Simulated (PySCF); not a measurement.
**Computed properties of SnI₄, SMILES [I][Sn]([I])([I])[I]**

SnI4, SMILES [I][Sn]([I])([I])[I]. Geometry optimised at PBE0-D3(BJ)/def2-SVP. The isomer is the one that the SMILES or the coordinates give; other isomers of the formula were not compared. The def2 effective core potentials stand for the cores of I, Sn; spin–orbit coupling is left out. Other conformers were not sampled. All values are computed for the isolated molecule unless a solvent is named; none is compared with measurement here.

**Structure.** The optimised structure has Td symmetry. All 9 harmonic modes at PBE0-D3(BJ)/def2-SVP (PySCF) are real, so it is a minimum. With heavy atoms numbered as in [I:1][Sn:2]([I:3])([I:4])[I:5], the shortest bond between them is Sn2–I3 at 2.678 Å and the longest I1–Sn2 at 2.678 Å.

**Vibrations.** The strongest infrared lines (harmonic, unscaled, degenerate partners summed) lie at 225 cm⁻¹ (106 km/mol, Sn 61 %, I 39 %), 63 cm⁻¹ (4 km/mol, I 80 %, Sn 20 %). The softest mode is at 43 cm⁻¹ and the zero-point energy is 1.6 kcal/mol.

**Electronic structure.** ωB97X/def2-TZVP (PySCF) places the frontier levels at -10.09 and -1.92 eV, a gap of 8.17 eV, and gives a dipole moment of 0.00 D and a mean polarisability of 176.9 bohr³.

**Excitations.** TDDFT-B3LYP/def2-SVPD (PySCF) has S1 at 2.74 eV (453 nm, f = 0.000, dark); the most intense of the 10 singlets computed lies at 3.20 eV (f = 0.11). Strengths of degenerate partners are summed. T1 (TDA) is at 2.48 eV.
